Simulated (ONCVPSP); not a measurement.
## Before and after: ONCV potential for platinum (Pt)

| Property | Result |
| --- | --- |
| Element | platinum |
| Generator | ONCVPSP 4.0.1 |
| Type | optimised norm-conserving Vanderbilt (ONCV) |
| Functional | PBE |
| Relativity | scalar-relativistic |
| Frozen core | [Kr] 4d10 4f14 5s2 |
| Valence charge | 16 |
| Reference configuration | 5p6 5d8.5 (charge +1.5) |
| Partial waves | s scattering state at 0.15 Ha: rc 2.05 bohr, ncon 4, nbas 8, qcut 2.6 1/bohr, 2 projectors, debl 1.6 Ha; 5p: rc 1.20 bohr, ncon 4, nbas 9, qcut 6 1/bohr, 2 projectors, debl 1.2 Ha; 5d: rc 2.25 bohr, ncon 4, nbas 8, qcut 8.1 1/bohr, 2 projectors, debl 1.4 Ha |
| Local potential | polynomial inside 0.85 bohr (lpopt 5, dvloc0 0 Ha) |
| Core correction | Teter function, fcfact 3.25, rcfact 1.6 |

In the s channel the program set the typed energies aside and used 0.050, 1.650 Ha. In the p channel the program set the typed energies aside and used -2.586, 0.250 Ha.

All-electron outer shells of the reference configuration (PBE, scalar-relativistic, ld1.x):

```tsv
shell	level (eV)	outermost node (bohr)	outermost maximum (bohr)
5p	-70.37	0.53	0.98
5d	-19.91	0.57	1.26
```

Change: s: nproj 3. In the s channel the program set the typed energies aside and used 0.050, 1.650, 3.250 Ha. In the p channel the program set the typed energies aside and used -2.586, 0.250 Ha.

Cutoffs: the cutoffs (Ha) at which the residual kinetic energy of the hardest occupied pseudo-wave falls to 1 and 0.1 mHa per electron; they do not see the model core or the augmentation charge, which bear on the density cutoff. Errors are all-electron minus pseudo energies relative to the spin-unpolarised reference configuration.

**Question.** What does the change do?

**Answer.** The potential gets neither clearly harder nor softer (166 Ha and 196 Ha → 166 Ha and 196 Ha); both files keep a bound ghost (s); the lowest positive-energy flag moves from s at 8.7 eV to s at 97.1 eV; the number of tests with a reliable result goes from 3 to 4; the errors of the 3 common tests hardly move; the range in which the s phases agree widens (upper end 0.3 → 3.5).

```csv
quantity,base,changed
"cutoff, loose",166 Ha,166 Ha
"cutoff, tight",196 Ha,196 Ha
bound ghosts,s,s
GHOST(+) flags under 300 eV,"s at 8.7 eV, p at 220.7 eV","s at 97.1 eV, p at 220.7 eV"
tests with a reliable result,3 of 4,4 of 4
"error for 5p6 5d9, meV [ΔE -8.54 eV]",-0.1,-0.1
"error for 5p6 5d8, meV [ΔE 11.43 eV]",-3.1,-3.1
"error for 5p6 5d9 6p1, meV [ΔE -12.68 eV]",+2.6,+2.6
s: phases at 2.08 bohr within 0.05 rad from the reference energy up to (Ha; the scan ends near 5),0.3,3.5
p: phases at 1.22 bohr within 0.05 rad from the reference energy up to (Ha; the scan ends near 5),to the end of the scan,to the end of the scan
d: phases at 2.28 bohr within 0.05 rad from the reference energy up to (Ha; the scan ends near 5),to the end of the scan,to the end of the scan
"rms error of d²Exc/dni dnj with the model core, mHa",1.22,1.22
```

 A true bound ghost makes a file unfit for plane-wave use even where its test errors are small: the radial tests pick states by their node count and pass the ghost by.
